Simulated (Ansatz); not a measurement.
## From B to In: the HOMO–LUMO gap

One atom is swapped for its congeners: BH3 (borane) `B`; AlH3 `[AlH3]`; GaH3 `[GaH3]`; InH3 `[InH3]`. All are singlets with charge 0.

Shapes, held fixed at every level: PBE0-D4/def2-TZVP. Programs: Ansatz 0.2.0. Values in eV.

| level | BH3 | AlH3 | GaH3 | InH3 |
| --- | --- | --- | --- | --- |
| SPW92/def2-TZVPP | 5.10 | 4.55 | 4.48 | 4.16 |
| PBE-D4/def2-TZVPP | 5.41 | 4.76 | 4.69 | 4.34 |
| B3LYP-D4/def2-TZVPP | 7.50 | 6.41 | 6.28 | 5.80 |
| PBE0-D4/def2-TZVPP | 7.96 | 6.82 | 6.76 | 6.27 |
| r2SCAN0-D4/def2-TZVPP | 8.49 | 7.26 | 7.17 | 6.66 |
| wB97M-V/def2-TZVPP | 12.28 | 10.67 | 10.71 | 9.94 |

At wB97M-V/def2-TZVPP the HOMO–LUMO gap isn't monotonic: it is largest for B and smallest for In (12.28 and 9.94 eV). 1 of 6 levels show this order throughout; 6 agree on the largest and the smallest. For atoms past krypton def2 sets carry core potentials with scalar relativity. Relativity is left out for Ga unless named. Orbital gaps aren't excitation energies, and the LUMO depends on the basis.
